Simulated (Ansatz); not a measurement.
Mulliken charges of ClH$_{3}$SiZn, SMILES `Cl[SiH2][ZnH]` from ωB97M-V/def2-TZVPP in Ansatz (PBE0-D4/def2-TZVP geometry).

```json
{"atom": "Cl1", "x (Å)": "-2.275", "y (Å)": "-0.427", "z (Å)": "0.088", "charge (e)": "-0.246"}
{"atom": "Si2", "x (Å)": "-0.362", "y (Å)": "-0.073", "z (Å)": "-0.657", "charge (e)": "0.234"}
{"atom": "Zn3", "x (Å)": "1.124", "y (Å)": "0.186", "z (Å)": "1.191", "charge (e)": "0.175"}
{"atom": "H4", "x (Å)": "-0.043", "y (Å)": "-1.224", "z (Å)": "-1.546", "charge (e)": "-0.027"}
{"atom": "H5", "x (Å)": "-0.472", "y (Å)": "1.125", "z (Å)": "-1.534", "charge (e)": "-0.027"}
{"atom": "H6", "x (Å)": "2.070", "y (Å)": "0.350", "z (Å)": "2.411", "charge (e)": "-0.108"}
```

Q: By hand: the dipole of these point charges (1 e Å = 4.8032 D).

A: Σ q r = (0.462, 0.085, -0.144) e Å, of length 0.491 e Å = 2.36 D.

Q: How does the dipole of the full density compare? (An estimate is asked.)

A: Computed: (0.346, 0.064, -0.028) e Å, 1.70 D; the point charges give 1.39 times that, at 12° from its direction.

Point charges leave out the atoms' own dipoles, such as those of lone pairs, and Mulliken's split depends on the basis, so the two needn't agree.
